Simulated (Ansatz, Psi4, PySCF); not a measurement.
HClO, charge +1, doublet, at a GFN2-xTB geometry (a state made from the parent by changing its charge; the spin is typed, not shown lowest). Base run: WB97M-V/6-311G** (PySCF).

Input for PySCF:
```python
from pyscf import gto, scf, dft

mol = gto.M(
    atom='''
O    -0.04383216    1.02148558    0.01469068
H    -0.96672120    1.40203158    0.00503415
Cl    0.07749285   -0.56317154   -0.00720939
''',
    basis='6-311g**',
    charge=1,
    spin=1,
    verbose=4,
)

mf = dft.UKS(mol)
mf.xc = 'wb97m_v'
mf.kernel()
```

The same geometry, method and basis name were run in Ansatz (a program for electronic structure) and Psi4 and PySCF, at each program's defaults and at the settings that a row names. The base is PySCF at its defaults. Differences at the defaults can come from grids, fitting, cores and function types together.

```tsv
code and settings	ΔE vs base (mEh)	basis functions	E (Eh)	SCF cycles
PySCF, defaults (exact integrals, its default grid, spherical functions)	0.000	50	-535.52788	12
Psi4, defaults (density fitting with its default set, its default grid, spherical functions)	0.004	50	-535.52787	10
Ansatz, defaults (factorised integrals, its default grid, Cartesian functions)	-1.476	51	-535.52935	-
PySCF, density fitting with def2-universal-jkfit	-0.036	50	-535.52791	12
PySCF, fine grid	0.000	50	-535.52788	12
Psi4, exact integrals, spherical functions, fine grid	-0.002	50	-535.52788	15
Ansatz, high accuracy, Cartesian functions as the basis file defines them	-1.476	51	-535.52935	-
```

Open shells are given as the SCF converged; they aren't shown to be the lowest states, and a large step between rows can be another state.
